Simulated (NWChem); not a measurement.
System: ScF₃; SMILES [Sc]([F])([F])[F]

The following NWChem deck was run.

```
start job
memory heap 200 mb stack 900 mb global 1100 mb
geometry units angstroms noautosym nocenter noautoz
  Sc     0.000000     0.000000     0.000000
  F     -1.289432    -1.289432     0.000000
  F     -0.471965     1.761397     0.000000
  F      1.761397    -0.471965     0.000000
end
basis spherical
  * library 6-31g*
end
dft
  xc b3lyp
  iterations 150
end
property
  shielding 2 1 2
end
task dft property
```

The geometry was optimised at B3LYP/6-31G* (spherical d). B3LYP is NWChem's, with the RPA form of VWN correlation.

GIAO values for the isolated, static molecule; σ is the absolute isotropic shielding, δ = σ(reference) − σ with the isolated reference molecule computed at the same levels (19F: trichlorofluoromethane).

Atoms are numbered as in the input.

Task: Give the results of this calculation. (B3LYP/6-31G* (spherical d), GIAO.) Quantities: σ Sc1 (ppm); δ F2 (ppm).

Result: 
- σ Sc1 (ppm) = 798.4
- δ F2 (ppm) = 222.6
